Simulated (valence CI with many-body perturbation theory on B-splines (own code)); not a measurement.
**Questions on Tb⁶⁰⁺**

Method: valence CI with perturbative core correlation (CI+MBPT): three valence electrons over a frozen Dirac-Fock core [He], radial functions for each j: 11 s, 11 p, 10 d, 8 f, 5 g, 2 h, with the one-electron correlation potential Σ1 (screened to all orders), the two-electron term Σ2, the three-electron term Σ3, Breit, model QED; selected single and double excitations, second order for the rest, scaled by the run's own slope (own B-spline code, finite nucleus).

No measured spectrum was set against this ion. As an estimate, large intervals hold to a few tenths of a per cent, small ones and those within an open d or f shell to about a per cent.

Levels are named by their leading jj configuration (3d3/2^4 stands for four electrons in 3d with j = 3/2), which in mixed levels can hold well under half, so a name can repeat and another be missing.

Rates and lifetimes use the calculated energies. Strong lines usually hold to 10 to 20 %, long lifetimes can be off by a factor of two.

**Question.** What is the ground level?

**Answer.** (2s^2 2p1/2) J=1/2, composition 100 % 2s2.2p 2P°, g = 0.628.

**Question.** What is the ionisation energy?

**Answer.** 13997 eV; NIST lists 14003 ± 10 eV (theoretical).

**Question.** How well does LS coupling describe the low levels?

**Answer.** Among the lowest 20 levels the leading LS term, summed over configurations, holds 76 % on average. For single configurations the figures are 76 % in LS and 99 % in jj coupling. Terms mix most in the J = 3/2 level at 95.25 Ry, where the leading one holds 48 %.

**Question.** Where does the other parity begin?

**Answer.** At (2s 2p1/2^2) J=1/2, 16.05 Ry.

**Question.** Among levels below 838.39 Ry, which E1 lines absorb most strongly from the ground level?

**Answer.** to (2s^2 3d3/2) J=3/2 at 0.1504 nm, f = 0.563; to (2s 2p1/2 3p1/2) J=3/2 at 0.1529 nm, f = 0.212; to (2s 2p1/2 3p3/2) J=3/2 at 0.1482 nm, f = 0.163.
